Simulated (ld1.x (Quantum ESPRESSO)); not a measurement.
# mercury, TM: configuration errors across variants

ld1.x (Quantum ESPRESSO) 7.5 input, shortened:

```
&input
   title='Hg', zed=80., rel=1, dft='PBE', iswitch=3,
   config='[Xe] 4f14 5d10 6s1 6p1'
 /
 &inputp
   pseudotype=2, tm=.true., lloc=1,
   nlcc=.false.
 /
3
6S  1  0   1.00   0.00  1.70  1.70  0.0
5D  3  2  10.00   0.00  1.30  1.30  0.0
6P  2  1   1.00   0.00  2.90  2.90  0.0
 &test
   configts(1)='5d10 6s1 6p1'
 /
```

All-electron excitation energies from the reference (eV): (1) 5d10 6s2 6p0 -6.039; (2) 5d10 6s1 6p0 4.649; (3) 5d10 6s0 6p0 23.624; (4) 5d10 6s0 6p2 6.536; (5) 5d9 6s2 6p1 4.333; (6) 5d10 6s0 6p1 12.059; (7) 5d9 6s0 6p0 59.150.

3 further variants failed, have other tests or another functional or relativity, and are left out.

Errors AE − PS in meV (a dash: test not solved or not reliable):

| change | (1) | (2) | (3) | (4) | (5) | (6) | (7) | bound ghosts |
| --- | --- | --- | --- | --- | --- | --- | --- | --- |
| base | +3.0 | -1.9 | +4.6 | -0.9 | -83 | +1.6 | -150 | none |
| all radii scaled by about 1.34 (s 2.28, p 3.88, d 1.74 bohr) | +11 | -3.5 | -23 | +9.3 | -87 | +11 | -232 | none |
| local potential the s channel | +4.8 | -1.9 | +12 | +1.4 | -51 | +4.6 | -12 | none |
| wave 6p (bound): rc 2.90 bohr becomes 6p (bound): rc 4.24 bohr | +17 | -5.2 | -27 | +15 | -43 | +19 | -280 | none |

**Question.** Give the same row for: wave 5d (bound): rc 1.30 bohr becomes 5d (bound): rc 0.94 bohr.

**Answer.** +3.7, -1.9, +5.1, -0.2, -80, +2.3, -145; bound ghosts: none.
